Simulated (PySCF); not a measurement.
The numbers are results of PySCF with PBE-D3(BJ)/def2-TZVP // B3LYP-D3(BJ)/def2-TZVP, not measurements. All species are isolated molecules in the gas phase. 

Reference species (SMILES): `Br[C](Br)Br` (neutral, multiplicity 2).

The dipole moment comes out as 0.23 D.

Changed species: `[CH2]Br` (radical fragment; the reference has radical fragment).

Task: What does the change do to the dipole moment?

Result: the dipole moment increases by 0.63 D, to 0.86 D.
